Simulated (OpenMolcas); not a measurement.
An atom or ion with 48 electrons was computed by XMS-RASPT2, IPEA 0.25 Eh, imaginary shift 0.1 Eh with spin-orbit coupling (OpenMolcas, ANO-RCC-VTZP, DKH2). The lowest levels that the run gave, each within 12 % of the measured value where one is at hand:

| J | Parity | E (cm-1) | g |
| --- | --- | --- | --- |
| 0 | even | 0.0 |  |
| 0 | odd | 87950 |  |
| 1 | odd | 91350 | 1.488 |
| 2 | odd | 100930 | 1.501 |
| 1 | odd | 127880 | 1.013 |
| 0 | even | 203580 |  |
| 1 | even | 211110 | 1.501 |
| 2 | even | 212630 | 1.185 |
| 2 | even | 223480 | 1.317 |

**Question.** Which ion is it, and what are the configurations and terms?

**Answer.** I5+ (Z = 53, charge +5; active space 2 electrons in 9 orbitals (RAS2 5s 5p; RAS3 5d, at most 2 electrons)). J, parity and g give the terms where levels are pure, and mixed ones are named by the computed weights; the size of the splittings, set against known spectra of the 48-electron sequence, gives the charge. In order, with the measured energies in cm-1 (the list in Rauch et al., Astron. Astrophys. 606, A105 (2017)): 5s2 1S0, 5s 5p 3P* 0 (85666), 5s 5p 3P* 1 (89262), 5s 5p 3P* 2 (99685), 5s 5p 1P* 1 (127424), 5p2 3P0 (200085), 5p2 3P1 (208474), 5p2 1D2 [63 %] (209432), 5p2 3P2 [63 %] (221984).

CASPT2 does not keep the components of a term degenerate, so their means are used; among the terms shown or strongly mixed into the levels shown the widest spread is 110 cm-1 (5s 5p 1P*). Active for correlation alone: 5d; no level in the range computed is led by a configuration that fills it, so any true level of that kind is missing. Some terms mix strongly with configurations of 5d, whose occupation reaches 0.22 (5p2 1D). Measured partners are found by configuration, term and J. A level has none where our copy of the source lacks it or the pairing is in doubt (some pairs that miss far off the trend of their configuration count as doubtful), and it then counts in no deviation. Only configurations of the active space appear.

A share in square brackets marks a mixed level and gives the weight of the term that names it. * marks odd parity.
